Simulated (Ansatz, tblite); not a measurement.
Spin states of AlSe₃, each relaxed with PBE-D4/def2-SVP in Ansatz. Electronic energies in the gas phase.

The 6-31G sets use Cartesian d functions. The xTB rows come from tblite. B3LYP takes the VWN-RPA correlation. Correlated methods freeze 32 core orbitals; core or outer-core shells of Se are correlated, in sets that lack core-valence functions. The rows differ in basis, and correlated rows in double-zeta sets carry the largest basis error. In CCSD on the charge 0 quartet the largest single amplitude is 0.38, so its Hartree–Fock determinant may place the open shell otherwise than the density functionals do. HOMO above LUMO, or a gap near zero within one spin, warns that the state may not be the lowest or that an electron is smeared out. The structure comes from a short search, and lower isomers may exist.

Doublet geometry (Cs within 0.1 Å):

```
atom   x (Å)   y (Å)   z (Å)
 Al1  -0.214   0.407  -0.146
 Se2   1.778  -0.752   0.458
 Se3  -1.187   2.078  -1.199
 Se4  -0.377  -1.734   0.887
```

Quartet geometry (C2v within 0.1 Å):

```csv
atom,x (Å),y (Å),z (Å)
Al1,-0.1255,0.0009,-0.2568
Se2,0.9715,1.5097,1.1159
Se3,-1.1202,0.0038,-2.3079
Se4,0.2741,-1.5144,1.4487
```

⟨S²⟩: doublet 0.76 at PBE0-D4/def2-TZVP (pure 0.75), quartet 3.78 at PBE0-D4/def2-TZVP (pure 3.75).

Only these spin states were relaxed. The quartet has other bonds than the doublet, so the gap mixes isomer and spin.

```json
{"level": "GFN1-xTB", "quartet − doublet (kJ/mol)": "191.3", "lowest of these": "doublet", "remarks": "–"}
{"level": "GFN2-xTB", "quartet − doublet (kJ/mol)": "129.6", "lowest of these": "doublet", "remarks": "–"}
{"level": "HF/def2-SVP", "quartet − doublet (kJ/mol)": "-27.9", "lowest of these": "quartet", "remarks": "–"}
{"level": "HF/def2-TZVP", "quartet − doublet (kJ/mol)": "-19.4", "lowest of these": "quartet", "remarks": "–"}
{"level": "PBE-D4/def2-TZVP", "quartet − doublet (kJ/mol)": "118.0", "lowest of these": "doublet", "remarks": "gap within one spin near zero (doublet)"}
{"level": "B3LYP-D4/6-31G", "quartet − doublet (kJ/mol)": "47.6", "lowest of these": "doublet", "remarks": "–"}
{"level": "PBE0-D4/def2-TZVP", "quartet − doublet (kJ/mol)": "104.5", "lowest of these": "doublet", "remarks": "–"}
{"level": "BHLYP-D4/def2-TZVP", "quartet − doublet (kJ/mol)": "78.3", "lowest of these": "doublet", "remarks": "–"}
{"level": "B2PLYP/def2-TZVP", "quartet − doublet (kJ/mol)": "113.1", "lowest of these": "doublet", "remarks": "–"}
{"level": "MP2/def2-TZVP", "quartet − doublet (kJ/mol)": "159.7", "lowest of these": "doublet", "remarks": "–"}
{"level": "CCSD/def2-SVP", "quartet − doublet (kJ/mol)": "78.4", "lowest of these": "doublet", "remarks": "–"}
{"level": "CCSD(T)/def2-SVP", "quartet − doublet (kJ/mol)": "89.2", "lowest of these": "doublet", "remarks": "–"}
```

Change of the quartet − doublet gap on mixing in exact exchange, in kJ/mol: PBE to PBE0 (25 % exact exchange) -13.5.

The xTB methods have no spin-polarisation term.
